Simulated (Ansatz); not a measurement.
Ag2O⁺. Charge 1, multiplicity 2. Geometry r2SCAN-D4/def2-TZVP.

```xyz
3

Ag    1.377    1.057   -0.949
Ag   -1.207   -0.926    1.265
O    -0.170   -0.131   -0.316
```

In the def2 sets Ag takes a core potential; there is no spin–orbit coupling. The structure comes from a short search, and lower isomers may exist.

(1) Estimate the α-spin orbital energies around the gap (eV) in Ansatz with PBE-D4/def2-SVP, PBE-D4/def2-TZVP, BLYP-D4/def2-TZVP, PBE0-D4/def2-SVP, PBE0-D4/def2-TZVP.

Answers

(1) 
```json
{"orbital": "HOMO−9", "PBE-D4/def2-SVP": "-13.43", "PBE-D4/def2-TZVP": "-13.43", "BLYP-D4/def2-TZVP": "-13.37", "PBE0-D4/def2-SVP": "-14.96", "PBE0-D4/def2-TZVP": "-14.96"}
{"orbital": "HOMO−8", "PBE-D4/def2-SVP": "-13.25", "PBE-D4/def2-TZVP": "-13.25", "BLYP-D4/def2-TZVP": "-13.20", "PBE0-D4/def2-SVP": "-14.85", "PBE0-D4/def2-TZVP": "-14.84"}
{"orbital": "HOMO−7", "PBE-D4/def2-SVP": "-13.20", "PBE-D4/def2-TZVP": "-13.20", "BLYP-D4/def2-TZVP": "-13.14", "PBE0-D4/def2-SVP": "-14.82", "PBE0-D4/def2-TZVP": "-14.82"}
{"orbital": "HOMO−6", "PBE-D4/def2-SVP": "-13.19", "PBE-D4/def2-TZVP": "-13.19", "BLYP-D4/def2-TZVP": "-13.13", "PBE0-D4/def2-SVP": "-14.82", "PBE0-D4/def2-TZVP": "-14.82"}
{"orbital": "HOMO−5", "PBE-D4/def2-SVP": "-13.18", "PBE-D4/def2-TZVP": "-13.18", "BLYP-D4/def2-TZVP": "-13.12", "PBE0-D4/def2-SVP": "-14.81", "PBE0-D4/def2-TZVP": "-14.80"}
{"orbital": "HOMO−4", "PBE-D4/def2-SVP": "-13.18", "PBE-D4/def2-TZVP": "-13.18", "BLYP-D4/def2-TZVP": "-13.12", "PBE0-D4/def2-SVP": "-14.81", "PBE0-D4/def2-TZVP": "-14.80"}
{"orbital": "HOMO−3", "PBE-D4/def2-SVP": "-13.08", "PBE-D4/def2-TZVP": "-13.08", "BLYP-D4/def2-TZVP": "-13.03", "PBE0-D4/def2-SVP": "-14.61", "PBE0-D4/def2-TZVP": "-14.62"}
{"orbital": "HOMO−2", "PBE-D4/def2-SVP": "-12.39", "PBE-D4/def2-TZVP": "-12.41", "BLYP-D4/def2-TZVP": "-12.35", "PBE0-D4/def2-SVP": "-14.06", "PBE0-D4/def2-TZVP": "-14.06"}
{"orbital": "HOMO−1", "PBE-D4/def2-SVP": "-11.59", "PBE-D4/def2-TZVP": "-11.59", "BLYP-D4/def2-TZVP": "-11.58", "PBE0-D4/def2-SVP": "-12.93", "PBE0-D4/def2-TZVP": "-12.97"}
{"orbital": "HOMO", "PBE-D4/def2-SVP": "-11.39", "PBE-D4/def2-TZVP": "-11.45", "BLYP-D4/def2-TZVP": "-11.43", "PBE0-D4/def2-SVP": "-12.84", "PBE0-D4/def2-TZVP": "-12.83"}
{"orbital": "LUMO", "PBE-D4/def2-SVP": "-8.77", "PBE-D4/def2-TZVP": "-8.83", "BLYP-D4/def2-TZVP": "-8.94", "PBE0-D4/def2-SVP": "-7.55", "PBE0-D4/def2-TZVP": "-7.59"}
{"orbital": "LUMO+1", "PBE-D4/def2-SVP": "-8.01", "PBE-D4/def2-TZVP": "-8.06", "BLYP-D4/def2-TZVP": "-8.18", "PBE0-D4/def2-SVP": "-6.81", "PBE0-D4/def2-TZVP": "-6.85"}
{"orbital": "LUMO+2", "PBE-D4/def2-SVP": "-4.57", "PBE-D4/def2-TZVP": "-4.66", "BLYP-D4/def2-TZVP": "-4.76", "PBE0-D4/def2-SVP": "-3.83", "PBE0-D4/def2-TZVP": "-3.87"}
{"orbital": "LUMO+3", "PBE-D4/def2-SVP": "-4.56", "PBE-D4/def2-TZVP": "-4.63", "BLYP-D4/def2-TZVP": "-4.74", "PBE0-D4/def2-SVP": "-3.80", "PBE0-D4/def2-TZVP": "-3.83"}
{"orbital": "LUMO+4", "PBE-D4/def2-SVP": "-4.22", "PBE-D4/def2-TZVP": "-4.36", "BLYP-D4/def2-TZVP": "-4.48", "PBE0-D4/def2-SVP": "-3.41", "PBE0-D4/def2-TZVP": "-3.49"}
{"orbital": "LUMO+5", "PBE-D4/def2-SVP": "-4.08", "PBE-D4/def2-TZVP": "-4.20", "BLYP-D4/def2-TZVP": "-4.33", "PBE0-D4/def2-SVP": "-3.29", "PBE0-D4/def2-TZVP": "-3.35"}
{"orbital": "β HOMO", "PBE-D4/def2-SVP": "-10.95", "PBE-D4/def2-TZVP": "-11.04", "BLYP-D4/def2-TZVP": "-11.03", "PBE0-D4/def2-SVP": "-12.37", "PBE0-D4/def2-TZVP": "-12.43"}
{"orbital": "β LUMO", "PBE-D4/def2-SVP": "-10.36", "PBE-D4/def2-TZVP": "-10.41", "BLYP-D4/def2-TZVP": "-10.44", "PBE0-D4/def2-SVP": "-8.23", "PBE0-D4/def2-TZVP": "-8.29"}
```
